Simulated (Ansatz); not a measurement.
C₅H₁₆OSi₂⁺, that is SiHMe2(OSiMe3) with one electron fewer. Charge 1, multiplicity 2. Geometry r2SCAN-D4/def2-SVP, that of the neutral singlet; atoms count from 1.

```xyz
24

Si    1.636   -0.375    0.623
H     2.282    0.936    0.274
C     2.065   -0.841    2.382
H     3.153   -0.953    2.515
H     1.587   -1.796    2.657
H     1.714   -0.073    3.091
C     2.221   -1.685   -0.583
H     3.312   -1.829   -0.519
H     1.979   -1.410   -1.623
H     1.738   -2.654   -0.370
O    -0.018   -0.215    0.521
Si   -1.213    0.555   -0.363
C    -1.201    2.381    0.064
C    -2.839   -0.233    0.123
C    -0.875    0.312   -2.195
H    -1.990    2.929   -0.477
H    -0.234    2.844   -0.196
H    -1.365    2.534    1.144
H    -3.017   -0.127    1.206
H    -3.688    0.231   -0.406
H    -2.842   -1.310   -0.112
H     0.090    0.761   -2.487
H    -0.838   -0.760   -2.454
H    -1.658    0.779   -2.815
```

**Question.** Estimate the Mulliken populations from the PBE0/def2-TZVP orbitals of Ansatz.

**Answer.** 
```tsv
atom	charge (e)	spin (α − β)
Si1	0.36	0.01
H2	0.03	0.03
C3	-0.45	0.06
H4	0.18	0.00
H5	0.17	0.00
H6	0.17	0.00
C7	-0.44	0.18
H8	0.20	0.01
H9	0.17	0.00
H10	0.18	0.00
O11	-0.25	0.32
Si12	0.39	0.01
C13	-0.42	0.20
C14	-0.45	0.01
C15	-0.45	0.16
H16	0.19	0.00
H17	0.18	0.00
H18	0.19	0.00
H19	0.17	0.00
H20	0.17	0.00
H21	0.17	0.00
H22	0.17	0.00
H23	0.18	0.01
H24	0.20	0.01
```
Mulliken values depend strongly on the basis.

**Question.** Where does the spin sit?

**Answer.** Summed by element: Si 0.02, H 0.05, C 0.61, O 0.32, of 1 unpaired in all. Largest on single atoms: O11 0.32, C13 0.20, C7 0.18.

**Question.** And the Mayer bond orders between heavy atoms (over 0.3)?

**Answer.** Si1–C3 1.03 (1.87 Å); Si1–C7 0.91 (1.87 Å); Si1–O11 1.06 (1.66 Å); O11–Si12 1.05 (1.67 Å); Si12–C13 0.91 (1.88 Å); Si12–C14 1.09 (1.87 Å); Si12–C15 0.92 (1.88 Å).
